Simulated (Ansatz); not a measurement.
The molecule NaBe, multiplicity 2 (lowest of 2S+1 = 2, 4 at CCSD(T)/def2-TZVPP on PBE0 minima; our sources give no spin for the ground state, which may be another).

Seven points along R, fitted to fifth degree in 1/R; most abundant isotopes. Runs in def2 and cc sets follow the lowest solution found near the PBE0 minimum.

Correlated levels freeze the inner cores; with def2 sets outer-core shells near the valence are correlated too.

Programs: Ansatz (Gaussian orbitals). Each number belongs to the level named beside it.

D_e counts from each atom's lowest state at the same level, without counterpoise or zero-point energy.

| level | r_e (Å) | ω_e (cm⁻¹) | ω_e x_e (cm⁻¹) | D_e (eV) | dipole (D) |
|---|---|---|---|---|---|
| r2SCAN/def2-TZVPP | 2.911 | 224 | 3.4 | 0.45 | 2.84 |
| B3LYP/def2-TZVPP | 2.898 | ___ | 4.1 | 0.30 | 2.42 |
| BHLYP/def2-TZVPP | 2.913 | 206 | 4.9 | 0.23 | 2.50 |
| CAM-B3LYP/def2-TZVPP | 2.875 | 214 | 4.9 | 0.24 | 2.71 |
| wB97X-V/def2-TZVPP | 2.910 | 209 | 5.6 | 0.20 | 3.19 |
| B2PLYP/def2-TZVPP | 2.929 | 197 | 5.2 | 0.20 | - |
| CCSD/def2-QZVPP | 3.025 | 156 | 5.7 | 0.13 | - |
| CCSD(T)/def2-QZVPP | ___ | ___ | 5.4 | 0.16 | - |

Complete the blanks.


- CCSD(T)/def2-QZVPP, r_e (Å): 2.986
- CCSD(T)/def2-QZVPP, ω_e (cm⁻¹): 170
- B3LYP/def2-TZVPP, ω_e (cm⁻¹): 213

Doubts at one or more of the structures used: a spin-contaminated determinant (CCSD/def2-QZVPP, CCSD(T)/def2-QZVPP).

Ansatz is a program for electronic structure.
